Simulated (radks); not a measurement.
All-electron atom: Er3+ in [Xe] 4f11.

All-electron calculation, Dirac Kohn-Sham, LDA (Slater exchange, Perdew-Wang correlation), spin-unpolarised, spherical densities, point nucleus; open shells are shared between the two j in proportion to 2j + 1. Program: a radial shooting solver on a logarithmic mesh with Libxc functionals.

Energy parts (hartree):
total: -13089.7754
kinetic: 14447.5352
electron-nucleus: -32321.1730
Hartree: 5053.7287
exchange-correlation: -269.8664

Orbitals (lengths in bohr, moments of r in powers of bohr; <r^-3> diverges for s and p1/2; r(max) is where P^2 peaks; r(90%) holds 90 % of the orbital's charge):
orbital     occ.  eigenvalue (hartree)  r(90%)       <r^4>  <r^-3>   r(max)
1s1/2          2             -2105.380  0.0370   8.662e-07       -  0.01287
2s1/2          2             -354.5583   0.134   0.0001341       -  0.07346
2p1/2          2             -337.8667   0.118  0.00008199       -  0.05513
2p3/2          4             -304.2103   0.128   0.0001119   12180  0.06136
3s1/2          2             -80.39225   0.331    0.005096       -   0.2076
3p1/2          2             -73.05601   0.323    0.004569       -   0.1951
3p3/2          4             -65.99039   0.342    0.005761    2654   0.2081
3d3/2          4             -53.40432   0.314    0.004047   452.1   0.1642
3d5/2          6             -51.85900   0.320    0.004347   395.2   0.1678
4s1/2          2             -16.82666   0.731      0.1239       -   0.4742
4p1/2          2             -13.89530   0.753      0.1387       -   0.4762
4p3/2          4             -12.29366   0.798      0.1757   601.6   0.5041
4d3/2          4              -7.45973   0.866      0.2424   87.92   0.5064
4d5/2          6              -7.16787   0.883      0.2617   75.50   0.5154
5s1/2          2              -3.01882    1.77       4.257       -    1.102
5p1/2          2              -2.19897    2.00       6.834       -    1.196
5p3/2          4              -1.98059    2.14       8.945   80.88    1.278
4f5/2    4.71429              -1.33727    1.30       1.506   11.58   0.5021
4f7/2    6.28571              -1.29459    1.32       1.632   11.08   0.5073

The highest occupied level is 4f7/2 at -35.228 eV. For comparison, the ionisation energy in NIST's Atomic Spectra Database is 42.42 eV (semi-empirical). In exact Kohn-Sham theory the highest level is minus the ionisation energy, but local and semilocal functionals leave it too shallow, through self-interaction and a potential that decays too fast; potentials with the right tail come closer. The density falls to 0.001 e/bohr^3 at r = 3.13 bohr.

Beside tabulated values, note that spin-unpolarised runs miss the spin-polarisation part of the exchange energy of open shells.
